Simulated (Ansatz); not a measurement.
Reaction (isomerisation): `OC(O)=C[SiH3]` → `OC[SiH]1CO1`

Computed with Ansatz on PBE0-D4/def2-TZVP structures; ΔE is electronic, products minus reactants. CCSD(T)/CBS is the MP2 limit (def2-TZVPP, def2-QZVPP) plus CCSD(T) − MP2 in def2-TZVPP, frozen cores. DFT in def2-TZVPP. HSE06 is defined as in plane-wave codes. One conformer a species, not always the lowest.

```tsv
level	ΔE (kcal/mol)	difference from CCSD(T)/CBS
PBE-D4	7.5	0.3
CAM-B3LYP-D4	9.5	2.3
B2PLYP	8.4	1.2
PBE	7.3	0.1
revPBE	6.8	-0.4
r2SCAN	8.7	1.5
PBE0	8.4	1.2
HSE06	8.4	1.2
BHLYP	10.6	3.4
CAM-B3LYP	9.3	2.1
LC-ωPBE	6.3	-0.9
HF/def2-SVP	23.4	16.2
CCSD(T)/def2-SVP	18.0	10.8
HF/def2-TZVPP	15.1	7.9
MP2/def2-TZVPP	7.3	0.1
MP2/def2-QZVPP	6.5	-0.7
CCSD(T)/CBS	7.2	0
```

Largest T1 diagnostic among the species: 0.013.

Leaving LDA and LC-ωPBE aside and taking each functional with its dispersion term where it has one, the values, not all of them listed here, spread over 3.2 kcal/mol, from PBE-D4 to BHLYP-D4. LDA lies +2.6 kcal/mol from PBE without D4. In def2-TZVPP, CCSD(T) changes the Hartree–Fock value by −6.9 kcal/mol (the triples alone add −0.2 kcal/mol) and MP2 by −7.8 kcal/mol. At CCSD(T), def2-SVP lies +10.8 kcal/mol from the extrapolated value and def2-TZVPP +1.1 kcal/mol.

CCSD(T)/CBS has its own doubt, a few kJ/mol and more with outer-core shells, so smaller differences from it don't rank the levels.
